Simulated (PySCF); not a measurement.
A run for PySCF: R-HF/STO-3G on BFH4N2 (SMILES NB(N)F), a point of a torsion scan.

```python
from pyscf import gto, scf, dft, mp
from pyscf.data.elements import chemcore

mol = gto.M(
    atom='''
    N     1.28802414   -0.17541842    0.18603560
    B    -0.00985318    0.30264618    0.45452610
    N    -0.41202020    0.84983550    1.67747806
    F    -0.93600065    0.20816590   -0.52206121
    H     1.88799348   -0.54479511    0.89928047
    H     1.46783183   -0.59308432   -0.71063880
    H    -1.33826895    1.20969337    1.81379856
    H     0.20293546    0.99840905    2.45417030
    ''',
    basis='sto-3g',
    charge=0, spin=0, verbose=3, max_memory=1800)
mf = scf.RHF(mol)
mf.conv_tol = 1e-8
mf.max_cycle = 100
mf.kernel()
if not mf.converged:
    mf = mf.newton().run(mf.mo_coeff, mf.mo_occ)
```

Output:

```
converged SCF energy = -232.348274555586
```

The calculation finished and met its thresholds.

Cost: roughly 0.28 core-seconds.
